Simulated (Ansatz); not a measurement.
Computed with r2SCAN-D4/def2-SVP run with Ansatz (a quantum-chemistry and plane-wave program). No frequencies were computed at this level.

Ansatz 0.2 input:
```yaml
crystal:
  periodic: [false, false, false]
  atoms:
    - { symbol: Mo, position_ang: [-0.088991, 0.103354, 0.025282] }
    - { symbol: O, position_ang: [-1.502873, 0.217986, 1.132817] }
    - { symbol: H, position_ang: [-2.399502, 0.123474, 1.454059] }
    - { symbol: O, position_ang: [0.245947, 1.856621, 0.259162] }
    - { symbol: H, position_ang: [0.356301, 2.702645, 0.692596] }
    - { symbol: O, position_ang: [-1.148716, 0.488487, -1.377754] }
    - { symbol: H, position_ang: [-1.453744, 0.906624, -2.182757] }
    - { symbol: O, position_ang: [-0.424976, -1.649091, -0.209973] }
    - { symbol: H, position_ang: [-0.519972, -2.499075, -0.639099] }
    - { symbol: O, position_ang: [0.970326, -0.279607, 1.429035] }
    - { symbol: H, position_ang: [1.278202, -0.68009, 2.241765] }
    - { symbol: O, position_ang: [1.325265, -0.012614, -1.081697] }
    - { symbol: H, position_ang: [2.217698, 0.079069, -1.414894] }
basis:
  gaussian: { orbitals: def2-svp }
hamiltonian:
  xc: r2scan
  dispersion: d4
relax:
  max_steps: 150
```

Output:

```
[...]
reference -14225.39061544 eV, -522.7734628014 hartree; 34, 34 occupied and 111, 111 virtual orbitals, 1509 factors
relax step   9: F+E_penalty+E_count = -14225.47246007 eV  Δ(F+E_penalty+E_count) = -2.762e-2 eV  max|allowed force component| = 9.862e-2 eV/Å  Δτ_max = 0.0301 Å  (33 SCF iters, accepted)
these checks for a lower state are left out or cut short: starts, cluster_reference, orbital_swaps, neighbouring_geometries, increment
1509 factors; their error is unknown
mean field -14225.39546257 eV, -522.7736409300 hartree, gradient 2.3e-5 eV, S^2 0.000000; 0 other end points of the search recorded, 0 dependent functions left out
reference -14225.39549205 eV, -522.7736420133 hartree; 34, 34 occupied and 111, 111 virtual orbitals, 1509 factors
relax step  10: F+E_penalty+E_count = -14225.47732065 eV  Δ(F+E_penalty+E_count) = -4.861e-3 eV  max|allowed force component| = 8.923e-2 eV/Å  Δτ_max = 0.0322 Å  (34 SCF iters, accepted)
these checks for a lower state are left out or cut short: starts, cluster_reference, orbital_swaps, neighbouring_geometries, increment
1509 factors; their error is unknown
mean field -14225.42160305 eV, -522.7746015752 hartree, gradient 2.2e-5 eV, S^2 0.000000; 0 other end points of the search recorded, 0 dependent functions left out
reference -14225.42163271 eV, -522.7746026650 hartree; 34, 34 occupied and 111, 111 virtual orbitals, 1509 factors
relax step  11: F+E_penalty+E_count = -14225.50341252 eV  Δ(F+E_penalty+E_count) = -2.609e-2 eV  max|allowed force component| = 2.494e-1 eV/Å  Δτ_max = 0.1637 Å  (38 SCF iters, accepted)
these checks for a lower state are left out or cut short: starts, cluster_reference, orbital_swaps, neighbouring_geometries, increment
1509 factors; their error is unknown
mean field evaluation 96: about -14225.4263 eV, gradient 1.2e-1 eV
mean field -14225.42636465 eV, -522.7747765607 hartree, gradient 2.0e-5 eV, S^2 0.000000; 0 other end points of the search recorded, 0 dependent functions left out
reference -14225.42639426 eV, -522.7747776487 hartree; 34, 34 occupied and 111, 111 virtual orbitals, 1509 factors
relax step  12: F+E_penalty+E_count = -14225.50796073 eV  Δ(F+E_penalty+E_count) = -4.548e-3 eV  max|allowed force component| = 1.685e0 eV/Å  Δτ_max = 0.1916 Å  (41 SCF iters, accepted)
these checks for a lower state are left out or cut short: starts, cluster_reference, orbital_swaps, neighbouring_geometries, increment
1509 factors; their error is unknown
mean field -14225.51189819 eV, -522.7779198602 hartree, gradient 2.3e-5 eV, S^2 0.000000; 0 other end points of the search recorded, 0 dependent functions left out
reference -14225.51192774 eV, -522.7779209463 hartree; 34, 34 occupied and 111, 111 virtual orbitals, 1509 factors
relax step  13: F+E_penalty+E_count = -14225.59356212 eV  Δ(F+E_penalty+E_count) = -8.560e-2 eV  max|allowed force component| = 6.376e-1 eV/Å  Δτ_max = 0.2000 Å  (41 SCF iters, accepted)
these checks for a lower state are left out or cut short: starts, cluster_reference, orbital_swaps, neighbouring_geometries, increment
1509 factors; their error is unknown
mean field -14225.56715028 eV, -522.7799503369 hartree, gradient 2.6e-5 eV, S^2 0.000000; 0 other end points of the search recorded, 0 dependent functions left out
reference -14225.56717984 eV, -522.7799514232 hartree; 34, 34 occupied and 111, 111 virtual orbitals, 1509 factors
relax step  14: F+E_penalty+E_count = -14225.64887367 eV  Δ(F+E_penalty+E_count) = -5.531e-2 eV  max|allowed force component| = 8.749e-1 eV/Å  Δτ_max = 0.1838 Å  (41 SCF iters, accepted)
these checks for a lower state are left out or cut short: starts, cluster_reference, orbital_swaps, neighbouring_geometries, increment
1509 factors; their error is unknown
mean field -14225.64578902 eV, -522.7828402573 hartree, gradient 2.6e-5 eV, S^2 0.000000; 0 other end points of the search recorded, 0 dependent functions left out
reference -14225.64581849 eV, -522.7828413403 hartree; 34, 34 occupied and 111, 111 virtual orbitals, 1509 factors
relax step  15: F+E_penalty+E_count = -14225.72756706 eV  Δ(F+E_penalty+E_count) = -7.869e-2 eV  max|allowed force component| = 9.366e-1 eV/Å  Δτ_max = 0.1950 Å  (41 SCF iters, accepted)
these checks for a lower state are left out or cut short: starts, cluster_reference, orbital_swaps, neighbouring_geometries, increment
1509 factors; their error is unknown
mean field evaluation 128: about -14225.7484 eV, gradient 1.3e-1 eV
mean field -14225.74842057 eV, -522.7866118975 hartree, gradient 2.6e-5 eV, S^2 0.000000; 0 other end points of the search recorded, 0 dependent functions left out
reference -14225.74845001 eV, -522.7866129791 hartree; 34, 34 occupied and 111, 111 virtual orbitals, 1509 factors
relax step  16: F+E_penalty+E_count = -14225.83017298 eV  Δ(F+E_penalty+E_count) = -1.026e-1 eV  max|allowed force component| = 5.177e-1 eV/Å  Δτ_max = 0.2000 Å  (40 SCF iters, accepted)
these checks for a lower state are left out or cut short: starts, cluster_reference, orbital_swaps, neighbouring_geometries, increment
1509 factors; their error is unknown
mean field -14225.81401014 eV, -522.7890222695 hartree, gradient 8.5e-6 eV, S^2 0.000000; 0 other end points of the search recorded, 0 dependent functions left out
reference -14225.81403954 eV, -522.7890233500 hartree; 34, 34 occupied and 111, 111 virtual orbitals, 1509 factors
relax step  17: F+E_penalty+E_count = -14225.89573139 eV  Δ(F+E_penalty+E_count) = -6.556e-2 eV  max|allowed force component| = 1.310e0 eV/Å  Δτ_max = 0.1946 Å  (41 SCF iters, accepted)
these checks for a lower state are left out or cut short: starts, cluster_reference, orbital_swaps, neighbouring_geometries, increment
1509 factors; their error is unknown
mean field -14225.85536370 eV, -522.7905419848 hartree, gradient 8.0e-6 eV, S^2 0.000000; 0 other end points of the search recorded, 0 dependent functions left out
reference -14225.85539309 eV, -522.7905430649 hartree; 34, 34 occupied and 111, 111 virtual orbitals, 1509 factors
relax step  18: F+E_penalty+E_count = -14225.93707157 eV  Δ(F+E_penalty+E_count) = -4.134e-2 eV  max|allowed force component| = 7.134e-1 eV/Å  Δτ_max = 0.1155 Å  (35 SCF iters, accepted)
these checks for a lower state are left out or cut short: starts, cluster_reference, orbital_swaps, neighbouring_geometries, increment
1509 factors; their error is unknown
mean field -14225.85879116 eV, -522.7906679416 hartree, gradient 8.8e-6 eV, S^2 0.000000; 0 other end points of the search recorded, 0 dependent functions left out
reference -14225.85882061 eV, -522.7906690240 hartree; 34, 34 occupied and 111, 111 virtual orbitals, 1509 factors
relax step  19: F+E_penalty+E_count = -14225.94056295 eV  Δ(F+E_penalty+E_count) = -3.491e-3 eV  max|allowed force component| = 5.377e-1 eV/Å  Δτ_max = 0.1188 Å  (42 SCF iters, accepted)
these checks for a lower state are left out or cut short: starts, cluster_reference, orbital_swaps, neighbouring_geometries, increment
1509 factors; their error is unknown
mean field evaluation 160: about -14225.8750 eV, gradient 9.5e-4 eV
mean field -14225.87502419 eV, -522.7912644946 hartree, gradient 1.9e-5 eV, S^2 0.000000; 0 other end points of the search recorded, 0 dependent functions left out
reference -14225.87505360 eV, -522.7912655752 hartree; 34, 34 occupied and 111, 111 virtual orbitals, 1509 factors
relax step  20: F+E_penalty+E_count = -14225.95680239 eV  Δ(F+E_penalty+E_count) = -1.624e-2 eV  max|allowed force component| = 1.448e-1 eV/Å  Δτ_max = 0.0550 Å  (35 SCF iters, accepted)
these checks for a lower state are left out or cut short: starts, cluster_reference, orbital_swaps, neighbouring_geometries, increment
1509 factors; their error is unknown
mean field -14225.87728630 eV, -522.7913476257 hartree, gradient 8.1e-6 eV, S^2 0.000000; 0 other end points of the search recorded, 0 dependent functions left out
reference -14225.87731570 eV, -522.7913487061 hartree; 34, 34 occupied and 111, 111 virtual orbitals, 1509 factors
relax step  21: F+E_penalty+E_count = -14225.95906583 eV  Δ(F+E_penalty+E_count) = -2.263e-3 eV  max|allowed force component| = 7.159e-2 eV/Å  Δτ_max = 0.0186 Å  (38 SCF iters, accepted)
these checks for a lower state are left out or cut short: starts, cluster_reference, orbital_swaps, neighbouring_geometries, increment
1509 factors; their error is unknown
mean field -14225.87897332 eV, -522.7914096225 hartree, gradient 9.4e-6 eV, S^2 0.000000; 0 other end points of the search recorded, 0 dependent functions left out
reference -14225.87900272 eV, -522.7914107027 hartree; 34, 34 occupied and 111, 111 virtual orbitals, 1509 factors
relax step  22: F+E_penalty+E_count = -14225.96075626 eV  Δ(F+E_penalty+E_count) = -1.690e-3 eV  max|allowed force component| = 3.225e-2 eV/Å  Δτ_max = 0.0335 Å  (35 SCF iters, accepted)
these checks for a lower state are left out or cut short: starts, cluster_reference, orbital_swaps, neighbouring_geometries, increment
1509 factors; their error is unknown
mean field -14225.88025206 eV, -522.7914566152 hartree, gradient 1.1e-5 eV, S^2 0.000000; 0 other end points of the search recorded, 0 dependent functions left out
reference -14225.88028143 eV, -522.7914576947 hartree; 34, 34 occupied and 111, 111 virtual orbitals, 1509 factors
relax step  23: F+E_penalty+E_count = -14225.96203608 eV  Δ(F+E_penalty+E_count) = -1.280e-3 eV  max|allowed force component| = 6.389e-2 eV/Å  Δτ_max = 0.0356 Å  (35 SCF iters, accepted)
these checks for a lower state are left out or cut short: starts, cluster_reference, orbital_swaps, neighbouring_geometries, increment
1509 factors; their error is unknown
mean field -14225.88073921 eV, -522.7914745178 hartree, gradient 2.6e-5 eV, S^2 0.000000; 0 other end points of the search recorded, 0 dependent functions left out
reference -14225.88076858 eV, -522.7914755972 hartree; 34, 34 occupied and 111, 111 virtual orbitals, 1509 factors
relax step  24: F+E_penalty+E_count = -14225.96253464 eV  Δ(F+E_penalty+E_count) = -4.986e-4 eV  max|allowed force component| = 2.425e-2 eV/Å  Δτ_max = 0.0107 Å  (35 SCF iters, accepted)
these checks for a lower state are left out or cut short: starts, cluster_reference, orbital_swaps, neighbouring_geometries, increment
1509 factors; their error is unknown
mean field evaluation 192: about -14225.9159 eV, gradient 2.8e-3 eV
mean field -14225.88086831 eV, -522.7914792620 hartree, gradient 2.6e-5 eV, S^2 0.000000; 0 other end points of the search recorded, 0 dependent functions left out
reference -14225.88089769 eV, -522.7914803416 hartree; 34, 34 occupied and 111, 111 virtual orbitals, 1509 factors
relax step  25: F+E_penalty+E_count = -14225.96266350 eV  Δ(F+E_penalty+E_count) = -1.289e-4 eV  max|allowed force component| = 2.297e-2 eV/Å  Δτ_max = 0.0144 Å  (35 SCF iters, accepted)
these checks for a lower state are left out or cut short: starts, cluster_reference, orbital_swaps, neighbouring_geometries, increment
1509 factors; their error is unknown
mean field -14225.88096855 eV, -522.7914829459 hartree, gradient 2.5e-5 eV, S^2 0.000000; 0 other end points of the search recorded, 0 dependent functions left out
reference -14225.88099793 eV, -522.7914840254 hartree; 34, 34 occupied and 111, 111 virtual orbitals, 1509 factors
relax step  26: F+E_penalty+E_count = -14225.96277149 eV  Δ(F+E_penalty+E_count) = -1.080e-4 eV  max|allowed force component| = 1.976e-2 eV/Å  Δτ_max = 0.0072 Å  (37 SCF iters, accepted)
these checks for a lower state are left out or cut short: starts, cluster_reference, orbital_swaps, neighbouring_geometries, increment
1509 factors; their error is unknown
mean field -14225.88099076 eV, -522.7914837620 hartree, gradient 1.6e-5 eV, S^2 0.000000; 0 other end points of the search recorded, 0 dependent functions left out
reference -14225.88102013 eV, -522.7914848414 hartree; 34, 34 occupied and 111, 111 virtual orbitals, 1509 factors
relax step  27: F+E_penalty+E_count = -14225.96279254 eV  Δ(F+E_penalty+E_count) = -2.105e-5 eV  max|allowed force component| = 4.357e-3 eV/Å  Δτ_max = 0.0028 Å  (28 SCF iters, accepted)
1509 factors; their error is unknown
mean field evaluation 224: about -14225.8809 eV, gradient 1.5e-1 eV
mean field -14225.88099076 eV, -522.7914837620 hartree, gradient 1.6e-5 eV, S^2 0.000000; 1 other end points of the search recorded, 0 dependent functions left out
reference -14225.88102013 eV, -522.7914848414 hartree; 34, 34 occupied and 111, 111 virtual orbitals, 1509 factors
Total energy: -14225.96282192 eV, -522.7944910015 hartree
Atom 0 at    -0.191895     0.122692    -0.102352 Å, force     0.000711    -0.001810     0.003243 eV/Å
Atom 1 at    -1.395266     0.001995     1.351002 Å, force     0.000331     0.003453     0.000261 eV/Å
Atom 2 at    -1.700216    -0.899013     1.547487 Å, force    -0.000226    -0.001839    -0.001513 eV/Å
Atom 3 at    -0.100160     2.060932     0.003335 Å, force    -0.004197    -0.000032    -0.001995 eV/Å
Atom 4 at     0.532647     2.354561     0.676360 Å, force     0.000814     0.000613     0.000281 eV/Å
Atom 5 at    -1.230514     0.653466    -1.574843 Å, force    -0.000713     0.001916     0.000162 eV/Å
Atom 6 at    -1.215929     1.598491    -1.800538 Å, force     0.000231     0.000182    -0.000974 eV/Å
Atom 7 at    -0.798045    -1.707637    -0.279824 Å, force    -0.001034     0.001137     0.002271 eV/Å
Atom 8 at    -0.414515    -2.179102    -1.034740 Å, force     0.000879    -0.001213    -0.002784 eV/Å
Atom 9 at     1.199976     0.181445     1.250326 Å, force     0.004357    -0.000748    -0.001222 eV/Å
Atom 10 at     0.820865     0.283793     2.136801 Å, force    -0.001209    -0.000729     0.001738 eV/Å
Atom 11 at     1.292923    -0.368781    -1.156086 Å, force    -0.000391    -0.001278    -0.000445 eV/Å
Atom 12 at     2.055093    -0.745059    -0.688388 Å, force     0.000447     0.000348     0.000978 eV/Å
Dipole moment:     0.289353    -0.157882     0.248905 e Å
```

Cost: around 4 core-minutes (rough).
